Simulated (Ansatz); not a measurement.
C2H7S, charge +1, singlet, at a GFN2-xTB geometry. Base run: HF/def2-SV(P) run with Ansatz (a quantum-chemistry and plane-wave program).

Input for Ansatz:
Ansatz 0.2 input:
```yaml
crystal:
  periodic: [false, false, false]
  atoms:
    - {symbol: C, position_ang: [-0.11110787, 1.39730467, -0.53138148]}
    - {symbol: S, position_ang: [0.19691423, 0.00535497, 0.59144365]}
    - {symbol: C, position_ang: [-0.09779125, -1.40608199, -0.51043303]}
    - {symbol: H, position_ang: [-0.14836913, 2.30887968, 0.05988448]}
    - {symbol: H, position_ang: [0.72614240, 1.46099414, -1.22229824]}
    - {symbol: H, position_ang: [-1.04014948, 1.26328669, -1.07668782]}
    - {symbol: H, position_ang: [-0.12643319, -2.30903220, 0.09439206]}
    - {symbol: H, position_ang: [-1.02802536, -1.28905959, -1.05761529]}
    - {symbol: H, position_ang: [0.74007530, -1.47213292, -1.20038030]}
    - {symbol: H, position_ang: [-1.02047342, 0.00404859, 1.19049374]}
basis:
  gaussian:
    orbitals: def2-SV_P_.json
hamiltonian:
  xc: hf
total_charge: 1
```
The basis file holds def2-SV(P) in the JSON format of the Basis Set Exchange.

Variants of this job, named by their change:

```
change                                                           ΔE vs base (mEh)
---------------------------------------------------------------  ----------------
base                                                                        0.000
nuclear_model = gaussian                                                        ?
lower_state_search = full                                                   0.000
fitting.mean_field = def2-universal-JKFIT                                   0.044
accuracy = high                                                            -0.003
forces = on                                                                 0.000
point_charge = charge:1.0 position_ang:2.218, -1.4526, -4.9204             92.063
lower_state_search = off                                                    0.000
point_charge = charge:0.5 position_ang:-0.153, 4.8265, -2.6707             48.894
fitting.mean_field = cc-pVTZ-JKFIT                                          0.019
point_charge = charge:-1.0 position_ang:3.8049, 2.7858, -2.5786           -98.786
```

**Question.** Some entries are withheld; supply them.

**Answer.** 
- nuclear_model = gaussian, ΔE vs base (mEh): 0.307
